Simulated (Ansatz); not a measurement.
**Molecular dynamics of C₄H₁₂SSi**

The input (input.yaml):

```yaml
crystal:
  periodic: [false, false, false]
  atoms:
    - { symbol: C, position_ang: [0.490581, -2.332111, -0.853114] }
    - { symbol: Si, position_ang: [0.753998, -1.059454, 0.504532] }
    - { symbol: C, position_ang: [-0.358675, 0.471464, 0.243488] }
    - { symbol: C, position_ang: [-0.02096, 1.15989, -1.123979] }
    - { symbol: C, position_ang: [-0.106916, 1.500547, 1.399644] }
    - { symbol: S, position_ang: [-2.116305, -0.106795, 0.260108] }
    - { symbol: H, position_ang: [0.783427, -1.935172, -1.839091] }
    - { symbol: H, position_ang: [1.088615, -3.239575, -0.666261] }
    - { symbol: H, position_ang: [-0.568612, -2.632037, -0.913086] }
    - { symbol: H, position_ang: [2.142719, -0.619754, 0.509951] }
    - { symbol: H, position_ang: [0.451892, -1.64735, 1.802549] }
    - { symbol: H, position_ang: [1.038972, 1.480824, -1.152688] }
    - { symbol: H, position_ang: [-0.650041, 2.059611, -1.274191] }
    - { symbol: H, position_ang: [-0.199101, 0.473526, -1.973346] }
    - { symbol: H, position_ang: [-0.741108, 2.399742, 1.268594] }
    - { symbol: H, position_ang: [-0.339933, 1.058195, 2.386779] }
    - { symbol: H, position_ang: [0.950254, 1.831606, 1.408387] }
    - { symbol: H, position_ang: [-2.636406, 1.148145, 0.063524] }
basis:
  gaussian: { orbitals: STO-3G }
hamiltonian:
  xc: pbe
  dispersion: d4
md:
  timestep: 0.25
  n_steps: 244
  ensemble: nve
  temperature: 700.0
  initial_velocities: maxwell_boltzmann
  seed: 522181
scf:
  lower_state_search: "off"
```

Run as:

```bash
$ ansatz run input.yaml --threads 1 --pin off --max-ram 2048MiB --backend cpu --events-out ev --progress --plain --runs-dir out
```

It starts from a relaxed structure.

Output, in part (one step line in 3, the closing report, with atoms numbered from 0):

```
md step     0: t =     0.00 fs  T =   700.0 K  F+E_penalty+E_count = -22779.86159868 eV  E_kin = 1.447712 eV  conserved = -22778.41388669 eV  (14 SCF iters)
md step     3: t =     0.75 fs  T =   655.6 K  F+E_penalty+E_count = -22779.76918404 eV  E_kin = 1.355858 eV  conserved = -22778.41332576 eV  (19 SCF iters)
md step     6: t =     1.50 fs  T =   553.0 K  F+E_penalty+E_count = -22779.55618556 eV  E_kin = 1.143786 eV  conserved = -22778.41239918 eV  (12 SCF iters)
md step     9: t =     2.25 fs  T =   451.9 K  F+E_penalty+E_count = -22779.34622416 eV  E_kin = 0.934510 eV  conserved = -22778.41171424 eV  (12 SCF iters)
md step    12: t =     3.00 fs  T =   397.2 K  F+E_penalty+E_count = -22779.23315270 eV  E_kin = 0.821540 eV  conserved = -22778.41161292 eV  (12 SCF iters)
md step    15: t =     3.75 fs  T =   396.5 K  F+E_penalty+E_count = -22779.23217785 eV  E_kin = 0.820127 eV  conserved = -22778.41205108 eV  (12 SCF iters)
md step    18: t =     4.50 fs  T =   421.5 K  F+E_penalty+E_count = -22779.28439647 eV  E_kin = 0.871684 eV  conserved = -22778.41271275 eV  (12 SCF iters)
md step    21: t =     5.25 fs  T =   429.0 K  F+E_penalty+E_count = -22779.30042224 eV  E_kin = 0.887204 eV  conserved = -22778.41321780 eV  (19 SCF iters)
md step    24: t =     6.00 fs  T =   388.5 K  F+E_penalty+E_count = -22779.21665556 eV  E_kin = 0.803490 eV  conserved = -22778.41316509 eV  (19 SCF iters)
md step    27: t =     6.75 fs  T =   308.9 K  F+E_penalty+E_count = -22779.05117848 eV  E_kin = 0.638859 eV  conserved = -22778.41231969 eV  (12 SCF iters)
md step    30: t =     7.50 fs  T =   248.1 K  F+E_penalty+E_count = -22778.92453756 eV  E_kin = 0.513209 eV  conserved = -22778.41132904 eV  (12 SCF iters)
md step    33: t =     8.25 fs  T =   267.0 K  F+E_penalty+E_count = -22778.96383445 eV  E_kin = 0.552289 eV  conserved = -22778.41154521 eV  (12 SCF iters)
md step    36: t =     9.00 fs  T =   351.6 K  F+E_penalty+E_count = -22779.13997869 eV  E_kin = 0.727172 eV  conserved = -22778.41280674 eV  (12 SCF iters)
md step    39: t =     9.75 fs  T =   423.8 K  F+E_penalty+E_count = -22779.28993824 eV  E_kin = 0.876389 eV  conserved = -22778.41354909 eV  (12 SCF iters)
md step    42: t =    10.50 fs  T =   431.8 K  F+E_penalty+E_count = -22779.30634832 eV  E_kin = 0.893081 eV  conserved = -22778.41326758 eV  (19 SCF iters)
md step    45: t =    11.25 fs  T =   387.7 K  F+E_penalty+E_count = -22779.21441155 eV  E_kin = 0.801840 eV  conserved = -22778.41257140 eV  (12 SCF iters)
md step    48: t =    12.00 fs  T =   334.0 K  F+E_penalty+E_count = -22779.10276297 eV  E_kin = 0.690702 eV  conserved = -22778.41206107 eV  (12 SCF iters)
md step    51: t =    12.75 fs  T =   304.7 K  F+E_penalty+E_count = -22779.04201214 eV  E_kin = 0.630107 eV  conserved = -22778.41190549 eV  (12 SCF iters)
md step    54: t =    13.50 fs  T =   311.3 K  F+E_penalty+E_count = -22779.05582876 eV  E_kin = 0.643809 eV  conserved = -22778.41202001 eV  (12 SCF iters)
md step    57: t =    14.25 fs  T =   346.2 K  F+E_penalty+E_count = -22779.12831970 eV  E_kin = 0.715982 eV  conserved = -22778.41233743 eV  (12 SCF iters)
md step    60: t =    15.00 fs  T =   387.6 K  F+E_penalty+E_count = -22779.21448704 eV  E_kin = 0.801687 eV  conserved = -22778.41280028 eV  (12 SCF iters)
md step    63: t =    15.75 fs  T =   406.4 K  F+E_penalty+E_count = -22779.25367767 eV  E_kin = 0.840540 eV  conserved = -22778.41313724 eV  (12 SCF iters)
md step    66: t =    16.50 fs  T =   385.1 K  F+E_penalty+E_count = -22779.20942963 eV  E_kin = 0.796542 eV  conserved = -22778.41288809 eV  (12 SCF iters)
md step    69: t =    17.25 fs  T =   344.8 K  F+E_penalty+E_count = -22779.12516285 eV  E_kin = 0.713116 eV  conserved = -22778.41204725 eV  (12 SCF iters)
md step    72: t =    18.00 fs  T =   338.5 K  F+E_penalty+E_count = -22779.11183679 eV  E_kin = 0.700160 eV  conserved = -22778.41167698 eV  (12 SCF iters)
md step    75: t =    18.75 fs  T =   387.1 K  F+E_penalty+E_count = -22779.21318263 eV  E_kin = 0.800683 eV  conserved = -22778.41249922 eV  (12 SCF iters)
md step    78: t =    19.50 fs  T =   441.0 K  F+E_penalty+E_count = -22779.32536749 eV  E_kin = 0.911963 eV  conserved = -22778.41340490 eV  (12 SCF iters)
md step    81: t =    20.25 fs  T =   442.5 K  F+E_penalty+E_count = -22779.32843759 eV  E_kin = 0.915103 eV  conserved = -22778.41333410 eV  (12 SCF iters)
md step    84: t =    21.00 fs  T =   391.1 K  F+E_penalty+E_count = -22779.22155705 eV  E_kin = 0.808931 eV  conserved = -22778.41262570 eV  (12 SCF iters)
md step    87: t =    21.75 fs  T =   328.3 K  F+E_penalty+E_count = -22779.09110867 eV  E_kin = 0.679036 eV  conserved = -22778.41207247 eV  (12 SCF iters)
md step    90: t =    22.50 fs  T =   289.3 K  F+E_penalty+E_count = -22779.01024309 eV  E_kin = 0.598248 eV  conserved = -22778.41199537 eV  (12 SCF iters)
md step    93: t =    23.25 fs  T =   280.2 K  F+E_penalty+E_count = -22778.99177543 eV  E_kin = 0.579554 eV  conserved = -22778.41222177 eV  (13 SCF iters)
md step    96: t =    24.00 fs  T =   287.0 K  F+E_penalty+E_count = -22779.00611238 eV  E_kin = 0.593618 eV  conserved = -22778.41249458 eV  (13 SCF iters)
md step    99: t =    24.75 fs  T =   291.5 K  F+E_penalty+E_count = -22779.01546616 eV  E_kin = 0.602774 eV  conserved = -22778.41269225 eV  (13 SCF iters)
md step   102: t =    25.50 fs  T =   280.8 K  F+E_penalty+E_count = -22778.99343306 eV  E_kin = 0.580660 eV  conserved = -22778.41277274 eV  (13 SCF iters)
md step   105: t =    26.25 fs  T =   252.2 K  F+E_penalty+E_count = -22778.93417794 eV  E_kin = 0.521550 eV  conserved = -22778.41262830 eV  (13 SCF iters)
md step   108: t =    27.00 fs  T =   219.9 K  F+E_penalty+E_count = -22778.86685978 eV  E_kin = 0.454714 eV  conserved = -22778.41214582 eV  (13 SCF iters)
md step   111: t =    27.75 fs  T =   217.4 K  F+E_penalty+E_count = -22778.86137257 eV  E_kin = 0.449634 eV  conserved = -22778.41173881 eV  (13 SCF iters)
md step   114: t =    28.50 fs  T =   268.3 K  F+E_penalty+E_count = -22778.96714312 eV  E_kin = 0.554932 eV  conserved = -22778.41221093 eV  (11 SCF iters)
md step   117: t =    29.25 fs  T =   342.1 K  F+E_penalty+E_count = -22779.12069981 eV  E_kin = 0.707507 eV  conserved = -22778.41319310 eV  (12 SCF iters)
md step   120: t =    30.00 fs  T =   378.1 K  F+E_penalty+E_count = -22779.19535925 eV  E_kin = 0.781917 eV  conserved = -22778.41344226 eV  (19 SCF iters)
md step   123: t =    30.75 fs  T =   357.0 K  F+E_penalty+E_count = -22779.15112407 eV  E_kin = 0.738282 eV  conserved = -22778.41284225 eV  (12 SCF iters)
md step   126: t =    31.50 fs  T =   311.8 K  F+E_penalty+E_count = -22779.05708046 eV  E_kin = 0.644848 eV  conserved = -22778.41223208 eV  (12 SCF iters)
md step   129: t =    32.25 fs  T =   280.3 K  F+E_penalty+E_count = -22778.99176556 eV  E_kin = 0.579703 eV  conserved = -22778.41206221 eV  (12 SCF iters)
md step   132: t =    33.00 fs  T =   274.8 K  F+E_penalty+E_count = -22778.98051339 eV  E_kin = 0.568345 eV  conserved = -22778.41216830 eV  (12 SCF iters)
md step   135: t =    33.75 fs  T =   288.7 K  F+E_penalty+E_count = -22779.00936309 eV  E_kin = 0.597022 eV  conserved = -22778.41234118 eV  (12 SCF iters)
md step   138: t =    34.50 fs  T =   309.3 K  F+E_penalty+E_count = -22779.05220154 eV  E_kin = 0.639657 eV  conserved = -22778.41254439 eV  (12 SCF iters)
md step   141: t =    35.25 fs  T =   322.5 K  F+E_penalty+E_count = -22779.07964652 eV  E_kin = 0.666892 eV  conserved = -22778.41275437 eV  (12 SCF iters)
md step   144: t =    36.00 fs  T =   315.6 K  F+E_penalty+E_count = -22779.06555597 eV  E_kin = 0.652736 eV  conserved = -22778.41282016 eV  (19 SCF iters)
md step   147: t =    36.75 fs  T =   288.0 K  F+E_penalty+E_count = -22779.00816849 eV  E_kin = 0.595648 eV  conserved = -22778.41252046 eV  (13 SCF iters)
md step   150: t =    37.50 fs  T =   262.5 K  F+E_penalty+E_count = -22778.95493617 eV  E_kin = 0.542976 eV  conserved = -22778.41196019 eV  (13 SCF iters)
md step   153: t =    38.25 fs  T =   274.7 K  F+E_penalty+E_count = -22778.98005538 eV  E_kin = 0.568171 eV  conserved = -22778.41188485 eV  (13 SCF iters)
md step   156: t =    39.00 fs  T =   328.1 K  F+E_penalty+E_count = -22779.09113613 eV  E_kin = 0.678483 eV  conserved = -22778.41265320 eV  (12 SCF iters)
md step   159: t =    39.75 fs  T =   377.3 K  F+E_penalty+E_count = -22779.19349830 eV  E_kin = 0.780238 eV  conserved = -22778.41325985 eV  (12 SCF iters)
md step   162: t =    40.50 fs  T =   385.4 K  F+E_penalty+E_count = -22779.21009175 eV  E_kin = 0.797134 eV  conserved = -22778.41295760 eV  (12 SCF iters)
md step   165: t =    41.25 fs  T =   367.1 K  F+E_penalty+E_count = -22779.17167451 eV  E_kin = 0.759253 eV  conserved = -22778.41242140 eV  (13 SCF iters)
md step   168: t =    42.00 fs  T =   353.0 K  F+E_penalty+E_count = -22779.14235579 eV  E_kin = 0.730022 eV  conserved = -22778.41233420 eV  (13 SCF iters)
md step   171: t =    42.75 fs  T =   349.6 K  F+E_penalty+E_count = -22779.13539484 eV  E_kin = 0.722936 eV  conserved = -22778.41245864 eV  (12 SCF iters)
md step   174: t =    43.50 fs  T =   349.0 K  F+E_penalty+E_count = -22779.13423258 eV  E_kin = 0.721772 eV  conserved = -22778.41246050 eV  (12 SCF iters)
md step   177: t =    44.25 fs  T =   349.1 K  F+E_penalty+E_count = -22779.13439479 eV  E_kin = 0.722003 eV  conserved = -22778.41239142 eV  (12 SCF iters)
md step   180: t =    45.00 fs  T =   352.5 K  F+E_penalty+E_count = -22779.14148775 eV  E_kin = 0.729074 eV  conserved = -22778.41241370 eV  (12 SCF iters)
md step   183: t =    45.75 fs  T =   357.7 K  F+E_penalty+E_count = -22779.15235484 eV  E_kin = 0.739811 eV  conserved = -22778.41254389 eV  (12 SCF iters)
md step   186: t =    46.50 fs  T =   358.3 K  F+E_penalty+E_count = -22779.15358562 eV  E_kin = 0.740982 eV  conserved = -22778.41260391 eV  (19 SCF iters)
md step   189: t =    47.25 fs  T =   353.5 K  F+E_penalty+E_count = -22779.14361789 eV  E_kin = 0.731190 eV  conserved = -22778.41242837 eV  (19 SCF iters)
md step   192: t =    48.00 fs  T =   356.0 K  F+E_penalty+E_count = -22779.14862656 eV  E_kin = 0.736329 eV  conserved = -22778.41229731 eV  (12 SCF iters)
md step   195: t =    48.75 fs  T =   373.2 K  F+E_penalty+E_count = -22779.18454797 eV  E_kin = 0.771893 eV  conserved = -22778.41265541 eV  (12 SCF iters)
md step   198: t =    49.50 fs  T =   385.5 K  F+E_penalty+E_count = -22779.21037812 eV  E_kin = 0.797364 eV  conserved = -22778.41301439 eV  (12 SCF iters)
md step   201: t =    50.25 fs  T =   375.0 K  F+E_penalty+E_count = -22779.18815865 eV  E_kin = 0.775501 eV  conserved = -22778.41265807 eV  (12 SCF iters)
md step   204: t =    51.00 fs  T =   361.8 K  F+E_penalty+E_count = -22779.16054330 eV  E_kin = 0.748329 eV  conserved = -22778.41221388 eV  (12 SCF iters)
md step   207: t =    51.75 fs  T =   370.4 K  F+E_penalty+E_count = -22779.17850024 eV  E_kin = 0.766055 eV  conserved = -22778.41244514 eV  (12 SCF iters)
md step   210: t =    52.50 fs  T =   387.0 K  F+E_penalty+E_count = -22779.21326589 eV  E_kin = 0.800438 eV  conserved = -22778.41282825 eV  (19 SCF iters)
md step   213: t =    53.25 fs  T =   386.6 K  F+E_penalty+E_count = -22779.21226932 eV  E_kin = 0.799471 eV  conserved = -22778.41279819 eV  (12 SCF iters)
md step   216: t =    54.00 fs  T =   367.0 K  F+E_penalty+E_count = -22779.17156951 eV  E_kin = 0.759065 eV  conserved = -22778.41250409 eV  (12 SCF iters)
md step   219: t =    54.75 fs  T =   344.6 K  F+E_penalty+E_count = -22779.12498910 eV  E_kin = 0.712725 eV  conserved = -22778.41226404 eV  (12 SCF iters)
md step   222: t =    55.50 fs  T =   334.5 K  F+E_penalty+E_count = -22779.10403880 eV  E_kin = 0.691830 eV  conserved = -22778.41220922 eV  (12 SCF iters)
md step   225: t =    56.25 fs  T =   341.5 K  F+E_penalty+E_count = -22779.11864814 eV  E_kin = 0.706371 eV  conserved = -22778.41227676 eV  (12 SCF iters)
md step   228: t =    57.00 fs  T =   363.2 K  F+E_penalty+E_count = -22779.16348789 eV  E_kin = 0.751150 eV  conserved = -22778.41233780 eV  (12 SCF iters)
md step   231: t =    57.75 fs  T =   396.3 K  F+E_penalty+E_count = -22779.23197558 eV  E_kin = 0.819521 eV  conserved = -22778.41245471 eV  (12 SCF iters)
md step   234: t =    58.50 fs  T =   432.2 K  F+E_penalty+E_count = -22779.30683344 eV  E_kin = 0.893962 eV  conserved = -22778.41287165 eV  (19 SCF iters)
md step   237: t =    59.25 fs  T =   446.5 K  F+E_penalty+E_count = -22779.33664930 eV  E_kin = 0.923366 eV  conserved = -22778.41328310 eV  (19 SCF iters)
md step   240: t =    60.00 fs  T =   419.5 K  F+E_penalty+E_count = -22779.28036744 eV  E_kin = 0.867502 eV  conserved = -22778.41286543 eV  (12 SCF iters)
md step   243: t =    60.75 fs  T =   380.3 K  F+E_penalty+E_count = -22779.19845236 eV  E_kin = 0.786505 eV  conserved = -22778.41194774 eV  (12 SCF iters)
md step   244: t =    61.00 fs  T =   374.8 K  F+E_penalty+E_count = -22779.18697954 eV  E_kin = 0.775183 eV  conserved = -22778.41179688 eV  (12 SCF iters)
Total energy: -22779.18700773 eV, -837.1196822466 hartree
Atom 0 at     0.687140    -2.175128    -0.996281 Å, force     4.321544     0.861592     1.365268 eV/Å
Atom 1 at     0.746198    -1.138643     0.583683 Å, force    -0.539138    -0.478196    -0.027466 eV/Å
Atom 2 at    -0.369696     0.384569     0.241280 Å, force     0.507489     0.031943    -0.030258 eV/Å
Atom 3 at    -0.045233     1.032384    -1.167570 Å, force     0.604338     0.634896    -0.104089 eV/Å
Atom 4 at    -0.138579     1.527494     1.287006 Å, force    -1.170855    -1.103418     0.439232 eV/Å
Atom 5 at    -2.171667    -0.027685     0.330610 Å, force     0.635627    -1.975239     0.000721 eV/Å
Atom 6 at     0.930691    -1.605165    -1.900838 Å, force     0.102317    -0.024173    -0.050236 eV/Å
Atom 7 at     1.381600    -3.041613    -0.877298 Å, force    -0.194738     0.505426    -0.370377 eV/Å
Atom 8 at    -0.245232    -2.562179    -1.061229 Å, force    -4.200076    -1.651445    -0.658079 eV/Å
Atom 9 at     2.133430    -0.789577     0.905287 Å, force    -0.282600     0.171702    -0.018662 eV/Å
Atom 10 at     0.173595    -1.946816     1.704845 Å, force     0.382143     0.532687    -0.612624 eV/Å
Atom 11 at     1.033129     1.177901    -1.423280 Å, force    -0.129751    -0.203138     0.694101 eV/Å
Atom 12 at    -0.490492     2.042034    -1.240234 Å, force    -0.142492     0.095266     0.220155 eV/Å
Atom 13 at    -0.442632     0.494607    -2.021377 Å, force    -0.551677    -0.875351    -0.417130 eV/Å
Atom 14 at    -0.776480     2.349488     0.942407 Å, force    -0.158343     0.626070     0.395783 eV/Å
Atom 15 at    -0.428840     1.220720     2.340471 Å, force     0.443635     0.371837    -0.980816 eV/Å
Atom 16 at     0.885463     1.837230     1.211180 Å, force     1.380893     0.581021     0.400056 eV/Å
Atom 17 at    -2.399705     1.254441     0.187323 Å, force    -1.008316     1.898520    -0.245580 eV/Å
Dipole moment:     0.130947     0.151723    -0.022181 e Å
```

All steps were run. The conserved energy stayed within 0.15 meV per atom of its start (net change 0.12 meV per atom), so the integration is sound. The temperature averaged 0.50 of the 700 K drawn at the start: a run that starts near a minimum puts about half its kinetic energy into the potential. A run of 0.061 ps of so small a system gives no equilibrium averages. Limits of this set-up: minimal basis.

The same pairs are bonded in the first frame and the last. Pairs count as bonded within 1.25 times the sum of covalent radii (0.12 Å more for H–H).

Last frame:

```xyz
18
Properties=species:S:1:pos:R:3
C 0.687 -2.175 -0.996
Si 0.746 -1.139 0.584
C -0.370 0.385 0.241
C -0.045 1.032 -1.168
C -0.139 1.528 1.287
S -2.172 -0.028 0.331
H 0.931 -1.605 -1.901
H 1.382 -3.042 -0.877
H -0.245 -2.562 -1.061
H 2.133 -0.790 0.905
H 0.174 -1.947 1.705
H 1.033 1.178 -1.423
H -0.490 2.042 -1.240
H -0.443 0.495 -2.021
H -0.776 2.349 0.942
H -0.429 1.221 2.341
H 0.885 1.837 1.211
H -2.400 1.254 0.187
```

Time of the run: 11 min on 1 CPU thread of a shared host.
